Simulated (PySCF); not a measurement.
A small calculation by hand: entropy of an ideal gas

triaminosilyl (H6N3Si), SMILES [Si](N)(N)N, multiplicity 2.

The structure is a stationary point at PBE-D3(BJ)/def2-SVP. One conformer was computed; it need not be the lowest.

PBE-D3(BJ)/def2-SVP (PySCF) gives the harmonic wavenumbers 171, 171, 258, 258, 304, 380, 450, 450, 485, 703, 775, 775, 798, 845, 845, 1481, 1481, 1484, 3455, 3457, 3457, 3559, 3559, 3560 cm⁻¹ and the rotational temperatures 0.3003, 0.3003, 0.1700 K. The molar mass is 76.15 g/mol, the symmetry number 3, the spin multiplicity 2.

Problem. Work out the entropy at 298.15 K and 1 atm in the rigid-rotor, harmonic-oscillator model.

Solution. 
Translation (Sackur–Tetrode at 1 atm): S = R[1.5 ln M + 2.5 ln T − 1.16487] = 162.8 J/(mol K).
Rotation: q = (√π/σ) T^1.5/√(θA θB θC) = 24600, S = R[ln q + 3/2] = 96.5 J/(mol K).
Vibration: with u = 1.4388 ν/T, each mode gives R[u/(e^u − 1) − ln(1 − e^−u)]:
| ν (cm⁻¹) | modes | u | S (J/(mol K)) |
|---|---|---|---|
| 171 | 2 | 0.83 | 20.29 |
| 258 | 2 | 1.25 | 14.02 |
| 304 | 1 | 1.47 | 5.84 |
| 380 | 1 | 1.83 | 4.35 |
| 450 | 2 | 2.17 | 6.66 |
| 485 | 1 | 2.34 | 2.92 |
| 703 | 1 | 3.39 | 1.27 |
| 775 | 2 | 3.74 | 1.91 |
| 798 | 1 | 3.85 | 0.87 |
| 845 | 2 | 4.08 | 1.45 |
| 1481 | 2 | 7.15 | 0.11 |
| 1484 | 1 | 7.16 | 0.05 |
The stiffer modes add less than 0.005 each. Sum 59.7 J/(mol K).
Spin: R ln 2 = 5.8 J/(mol K).
Total 324.8 J/(mol K); the program's own thermochemistry gives 324.8. Translation makes up 50 % and vibration 18 %. Anharmonicity, hindered rotation and orbital degeneracy are left out.
